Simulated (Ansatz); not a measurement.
Species: sum formula HSO, charge 0, multiplicity 2. It need not be the lowest isomer of its formula. 
Structure (B3LYP-D3(BJ)/def2-TZVP (Ansatz, a program for electronic structure) minimum search):
SMILES: O[S]
```xyz
3

O     -0.0524     0.0068    -1.0363
S     -0.0259    -0.0170     0.6033
H      0.8344     0.2184    -1.3626
```
Charge 0, spin multiplicity 2.

Property: atomisation energy (electronic, to ground-state atoms), in kcal/mol. Valence correlation only, unless marked. Open shells are spin-unrestricted. No spin-orbit coupling. Non-relativistic unless marked X2C. FCI takes restricted orbitals. The coupled-cluster limit lacks core correlation, which all-electron functionals hold. CBS(X,Y): correlation extrapolated as X^-3; Hartree-Fock from the larger set.

| level | program | atomisation energy (kcal/mol) |
|---|---|---|
| HF/def2-TZVPPD | Ansatz | 100.7 |
| B3LYP-D4/def2-TZVPD | Ansatz + dftd4 | 186.0 |

**Question.** Predict the CCSD(T)/CBS(def2-TZVPPD,def2-QZVPPD) result (Ansatz).

**Answer.** 185.6 kcal/mol, so B3LYP-D4/def2-TZVPD differs from it by 0.4 kcal/mol.
